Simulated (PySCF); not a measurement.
PySCF 2.14 output of an unrestricted revPBE calculation on a single atom or ion in x2c-TZVPPall, with the spin-free X2C one-electron Hamiltonian (Gaussian nucleus):

```
SCF conv_tol = 1e-09
number electrons alpha = 18  beta = 15
    Y. Zhang and W. Yang.,  Phys. Rev. Lett. 80, 890 (1998)
    J. P. Perdew, K. Burke, and M. Ernzerhof.,  Phys. Rev. Lett. 77, 3865 (1996)
    J. P. Perdew, K. Burke, and M. Ernzerhof.,  Phys. Rev. Lett. 78, 1396 (1997)
cycle= 1 E= -2604.33582052721  delta_E= -0.0118  |g|= 0.118  |ddm|= 0.149
cycle= 2 E= -2604.33633640822  delta_E= -0.000516  |g|= 0.0914  |ddm|= 0.0698
cycle= 3 E= -2604.33721820158  delta_E= -0.000882  |g|= 0.00287  |ddm|= 0.0338
cycle= 4 E= -2604.33722006828  delta_E= -1.87e-06  |g|= 0.000187  |ddm|= 0.00245
cycle= 5 E= -2604.33722008095  delta_E= -1.27e-08  |g|= 8.48e-06  |ddm|= 0.000223
cycle= 6 E= -2604.33722008098  delta_E= -3.18e-11  |g|= 4.17e-07  |ddm|= 8.36e-06
converged SCF energy = -2604.33722008098  <S^2> = 3.7523276  2S+1 = 4.0011636
```

The run itself started from symmetry-adapted Hartree-Fock orbitals and held the occupation by maximum overlap, on a logarithmic radial grid, so the iterations belong to that start.

Question: Which element, charge and spin multiplicity is this?

Answer: Br²⁺ (bromine, charge +2), multiplicity 4; the state was [Ar] 3d10 4s1 4p4, high-spin 4P determinant (an excited configuration).
